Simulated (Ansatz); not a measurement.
Compare A (`C[SiH2][Al]([CH3])[Cl]`) with its isomer B (`C[SiH](C)[AlH][Cl]`).

Gas-phase electronic energies from Ansatz, PBE0-D4/def2-TZVP geometries. CCSD(T)/CBS adds triple-zeta CCSD(T) − MP2 to the extrapolated MP2 energy (def2 sets, frozen cores). Functionals use def2-TZVPP. B3LYP here is the variant with VWN-RPA as its local correlation; programs differ in this. Each species was taken in one conformer, which may not be the lowest.

(1) Which is lower in electronic energy at CCSD(T)/CBS, and by how much? (Estimate.)

(2) Give E(B) − E(A) in kcal/mol with B2PLYP, CCSD(T)/def2-TZVPP, B3LYP, HF/def2-TZVPP, CCSD/def2-TZVPP, r2SCAN-D4, PBE0-D4. (Best estimate.)

Largest T1 diagnostic: 0.010.

## Answers

(1) Computed: A, by 2.4 kcal/mol.

(2) The calculation gave: B2PLYP 2.8, CCSD(T)/def2-TZVPP 2.5, B3LYP 3.1, HF/def2-TZVPP 2.0, CCSD/def2-TZVPP 2.4, r2SCAN-D4 2.8, PBE0-D4 2.3. None reverses the order clearly.
